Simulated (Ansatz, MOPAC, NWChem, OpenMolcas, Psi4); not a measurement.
# CHClGaNO (SMILES O=C=[N][GaH][Cl]): the zero-point energy at each level's own minimum, rung by rung

The runs start from one conformer, not always the lowest.

CHClGaNO, singlet, SMILES `O=C=[N][GaH][Cl]`. Each level relaxes the structure for itself.

Each level gives the zero-point energy at each level's own minimum (kJ/mol). The values are calculated.

| level | kind | program | value (kJ/mol) |
| --- | --- | --- | --- |
| PM3 | semi-empirical | MOPAC | 54.5 |
| PM6-D3H4 | semi-empirical | MOPAC | 57.5 |
| PM6-DH2 | semi-empirical | MOPAC | 57.5 |
| PM7 | semi-empirical | MOPAC | 58.4 |
| HF/3-21G | Hartree–Fock | OpenMolcas | 61.1 |
| HF/6-31G* (Cartesian functions) | Hartree–Fock | OpenMolcas | 60.1 |
| B3LYP-D3(BJ)/6-31G*/LANL2DZ (core potential, spherical functions) | global hybrid | NWChem | 56.1 |
| PBE0-D4/def2-TZVP | global hybrid | Ansatz | 57.1 |
| PBE0-D4/def2-SVP (density fitting) | global hybrid | Psi4 | 57.6 |

All-electron rows without a relativistic Hamiltonian named are non-relativistic, while core potentials hold scalar relativity, so basis and relativity change together. Harmonic and unscaled. The values span 54.5 to 61.1 kJ/mol.
